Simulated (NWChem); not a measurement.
# HfNHClF; SMILES [F][Hf](=[NH])[Cl]

Results from NWChem. All runs use the structure optimised with PBE0/def2-SVP. def2 effective core potentials on Hf; no spin-orbit coupling.

For level PW6B95/def2-SVP:

* **highest occupied level (eV)**: -7.25
* **orbital gap (eV)**: 4.17
* **dipole (D)**: 3.70

Q: How do the values read with level PW91/def2-SVP instead?

A: highest occupied level (eV): -5.86
orbital gap (eV): 2.00
dipole (D): 3.43
